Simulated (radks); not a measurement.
Values are calculated unless marked as measured or tabulated.
All-electron atom: Tc3+ in [Kr] 4d3 7f1 (not the ground configuration).

Level of theory: Dirac Kohn-Sham, BLYP, spin-unpolarised, spherical densities, point nucleus; open shells are shared between the two j in proportion to 2j + 1 (a radial shooting solver on a logarithmic mesh with Libxc functionals).

Energy parts (Ry):
total: -8567.14802
kinetic: 8900.13518
electron-nucleus: -20574.44692
Hartree: 3362.51193
exchange-correlation: -255.34821

Orbitals (lengths in bohr, moments of r in powers of bohr; r(90%) holds 90 % of the orbital's charge):
\begin{tabular}{lrrrrr}
orbital & occ. & eigenvalue (Ry) & <1/r> & <r> & r(90%) \\ \hline
1s1/2 & 2 & -1536.639 & 44.71 & 0.03428 & 0.0614 \\
2s1/2 & 2 & -222.0309 & 10.20 & 0.1492 & 0.231 \\
2p1/2 & 2 & -205.0195 & 10.18 & 0.1271 & 0.208 \\
2p3/2 & 4 & -196.3230 & 9.669 & 0.1318 & 0.214 \\
3s1/2 & 2 & -41.35759 & 3.508 & 0.4152 & 0.613 \\
3p1/2 & 2 & -34.82266 & 3.409 & 0.4090 & 0.618 \\
3p3/2 & 4 & -33.36731 & 3.285 & 0.4196 & 0.634 \\
3d3/2 & 4 & -21.80383 & 3.103 & 0.3967 & 0.633 \\
3d5/2 & 6 & -21.52384 & 3.072 & 0.4002 & 0.638 \\
4s1/2 & 2 & -8.54399 & 1.317 & 1.043 & 1.51 \\
4p1/2 & 2 & -6.59717 & 1.205 & 1.124 & 1.65 \\
4p3/2 & 4 & -6.36751 & 1.170 & 1.151 & 1.69 \\
4d3/2 & 1.2 & -3.42201 & 0.9119 & 1.443 & 2.21 \\
4d5/2 & 1.8 & -3.39365 & 0.9043 & 1.453 & 2.22 \\
7f5/2 & 0.428571 & -0.34351 & 0.1059 & 14.22 & 19.5 \\
7f7/2 & 0.571429 & -0.34343 & 0.1059 & 14.22 & 19.5 \\
\end{tabular}

The highest occupied level is 7f7/2 at -4.673 eV. The density falls to 0.001 e/bohr^3 at r = 3.05 bohr.
